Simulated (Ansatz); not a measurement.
`FC(F)[O][GeH3]`, charge 0, multiplicity 1.

(1) Give a relaxed structure at PBE0-D4/def2-TZVP (Ansatz). (An estimate is asked.)

## Answers

(1) The calculation gave: 
Z-matrix (Å, degrees):
```
C
F 1 1.366
O 1 1.331 2 111.5
F 1 1.362 2 105.3 3 -121.3
H 1 1.093 2 108.5 3 122.8
Ge 3 1.817 1 121.2 2 -47.9
H 6 1.531 3 107.6 1 81.9
H 6 1.531 3 109.1 1 -40.3
H 6 1.529 3 101.8 1 -159.9
```
This is one stationary point; other conformers may exist.
